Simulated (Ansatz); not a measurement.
# Swapping F for Cl on Si: the HOMO–LUMO gap

On one Si centre that keeps I, n of the F ligands are replaced by Cl. The HOMO–LUMO gap y in eV at wB97M-V/def2-TZVPP. Shapes, held fixed at every level: PBE0-D4/def2-TZVP. Programs: Ansatz 0.2.0.

```
molecule  n  y (eV)
   SiIF3  0   11.97
 SiIClF2  1   11.55
 SiICl2F  2       ?
  SiICl3  3   10.86
```

Q: Fit y = c + s·n to the known rows and predict SiICl2F.

A: 
1. Means of the 3 rows: n = 1.33333, y = 11.460.
2. Σ(Δn)² = 4.6667, Σ(Δn·Δy) = -1.71, so the slope is -1.71/4.6667 = -0.36643.
3. Intercept: 11.460 − (-0.36643) × 1.33333 = 11.949. The largest residual of the fit is 0.033.
4. SiICl2F: 11.949 + (-0.36643) × 2 = 11.22 eV.

The run gave 11.17 eV, so the prediction is off by +0.05 eV, more than the scatter of the fit. The step per swap changes from -0.42 to -0.31 eV along the series, so a line misses the bend. Other levels give for SiICl2F: PBE-D4/def2-TZVPP 5.02; B3LYP-D4/def2-TZVPP 6.57; wB97X-V/def2-TZVPP 11.51 eV. Orbital gaps aren't excitation energies, and the LUMO depends on the basis. For atoms past krypton def2 sets carry core potentials with scalar relativity.
